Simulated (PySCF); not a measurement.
Calculation: PySCF 2.14.0 with M06-2X/def2-TZVP // B3LYP-D3(BJ)/def2-SVP. All species are isolated molecules in the gas phase. One relaxed conformer stands for a flexible species; it need not be the lowest. Delta-SCF ions had no search for a lower state. Excitations are Tamm–Dancoff values on a coarser integration grid. The basis has no diffuse functions, so Rydberg states are missing or too high.

Reference species (SMILES): `C[SiH2][GeH2][SiH2][GeH2][SiH2][GeH2][CH3]` (neutral, multiplicity 1).

```
Item                                      Result
--------------------------------------  --------
vertical ionisation energy (Delta-SCF)   8.40 eV
HOMO                                    -7.81 eV
T1 excitation (TDA)                      4.85 eV
```

Changed species: `C[SiH2][GeH2][CH3]` (C–Si–Ge–C torsion 179°) (n = 1; the reference has n = 3).

Predict the effect on the vertical ionisation energy (Delta-SCF), HOMO and T1 excitation (TDA).

the vertical ionisation energy (Delta-SCF) goes up by 1.22 eV, to 9.62 eV; the HOMO falls by 0.81 eV, to -8.62 eV; the T1 excitation (TDA) goes up by 1.18 eV, to 6.03 eV.
